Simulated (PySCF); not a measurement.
# Computed NMR parameters against published values

Structure with atom numbers: `[CH3:1][C:2](=[O:3])[O:4][C:5]([CH3:6])([CH3:7])[CH3:8]` (H(Xn): hydrogen on atom n).

The experiment to reproduce: δ ¹⁷O O3 377.8; O4 205.1 ppm (measured; liquid, neat, 295 K; 17O NMR survey of organic solvents and oxofluorinated compounds, PMC5915748).
δ ¹³C C5 79.9; C6/C7/C8 28.1; δ ¹H H(C6)/H(C7)/H(C8) 1.45 ppm (measured; solution, not stated per compound (mostly CDCl3 or CCl4); Pretsch, Buehlmann, Badertscher, Structure Determination of Organic Compounds, 4th ed. (2009)).

Computational details: geometry from GFN2-xTB, NMR shieldings at PBE0/pcSseg-1/GIAO, in PySCF (fast rotation and ring inversion assumed for equivalent nuclei, relativity neglected, in vacuum, one computed conformer).

(1) How close does the calculation come?

(2) How far are the unscaled ¹³C shifts from the references?

Answers

(1) 
Reference values: measured (liquid, neat, 295 K; 17O NMR survey of organic solvents and oxofluorinated compounds, PMC5915748).
| atoms | quantity | reference | computed | computed, scaled |
| --- | --- | --- | --- | --- |
| O3 | δ ¹⁷O vs D2O (external) | 377.8 | – | 362.1 |
| O4 | δ ¹⁷O vs D2O (external) | 205.1 | – | 192.3 |

Reference values: measured (solution, not stated per compound (mostly CDCl3 or CCl4); Pretsch, Buehlmann, Badertscher, Structure Determination of Organic Compounds, 4th ed. (2009)).
```json
{"atoms": "C5", "quantity": "δ ¹³C", "reference": "79.9", "computed": "80.6", "computed, scaled": "76.6"}
{"atoms": "C6/C7/C8", "quantity": "δ ¹³C", "reference": "28.1", "computed": "28.8", "computed, scaled": "26.0"}
{"atoms": "H(C6)/H(C7)/H(C8)", "quantity": "δ ¹H", "reference": "1.45", "computed": "1.52", "computed, scaled": "1.54"}
```

Computed shifts are σ(ref) − σ with the named reference compound (TMS for H and C) calculated as an isolated molecule at the same level. The measured values may be among those fitted. Scaled to experiment by linear calibration (H and C: mostly CDCl3 data, vs TMS): ¹³C: δ = 180.61 − 0.978σ (rms 2.1 ppm, 210 shifts, 2.3 ppm with the 2 outliers that the fit left out); ¹H: δ = 30.01 − 0.943σ (rms 0.16 ppm, 131 shifts, 0.17 ppm with the 2 outliers that the fit left out); ¹⁷O: δ = 266.41 − 0.894σ (rms 11.6 ppm, 25 shifts vs liquid water, solution or neat liquid). A few per cent of atoms miss by over 2 rms, more outside the fitted compound classes.

(2) Mean signed difference +0.70 ppm, mean absolute 0.70 ppm over 2 comparisons; the largest is +0.7 ppm at C6/C7/C8 (methyl carbon).
